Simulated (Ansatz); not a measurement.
As₃P₂⁺, relaxed as a singlet with RKS PBE-D4/def2-SVP in Ansatz, starting from the GFN1-xTB geometry. Force threshold 0.02 eV/Å.

The restricted singlet is unstable towards broken spin symmetry in Hartree–Fock (as tested in another run); at PBE-D4/def2-SVP this wasn't settled. Another isomer (singlet) lies 1.67 eV lower at PBE0-D4/def2-TZVP; other spin states weren't run for this one.

Start:

Cartesian coordinates in Å:
```
P 1.390 0.547 -0.675
P -0.192 0.933 -1.926
As 1.149 -0.473 1.304
As -1.024 -0.976 1.662
As -1.323 -0.031 -0.364
```

```
step   energy (eV)  largest force component (eV/Å)  SCF passes
   1  -201030.9701                           1.291          19
   2  -201031.1381                           0.306          23
   3  -201031.1435                           0.079          23
   4  -201031.1448                           0.046          19
   5  -201031.1449                           0.179          22
   6  -201031.1470                           0.083          19
   7  -201031.1616                           0.132          27
   8  -201031.2131                           0.405          28
   9  -201031.2648                           0.766          28
  10  -201031.3293                           0.488          24
  11  -201031.4287                           0.407          27
  12  -201031.4995                           0.680          27
  13  -201031.5159                           0.864          27
  14  -201031.6296                           0.426          27
  15  -201031.6705                           0.310          26
  16  -201031.6919                           0.392          27
  17  -201031.7234                           0.325          28
  18  -201031.7272                           0.031          21
  19  -201031.7273                           0.018          23
```

Force components are those of the run's own axes.

End:

| atom | x (Å) | y (Å) | z (Å) |
| --- | --- | --- | --- |
| P1 | 1.335 | 0.668 | -1.474 |
| P2 | -0.472 | 1.523 | -1.371 |
| As3 | 0.794 | -1.141 | 1.662 |
| As4 | -1.213 | -0.196 | 1.790 |
| As5 | -0.444 | -0.853 | -0.607 |

Bonds lost: P1–As3 (atoms count from 1).

No frequencies were taken in this run, so the end may be a saddle point.

Run time 23 s (4 threads of Arm Neoverse V1 on a shared host).
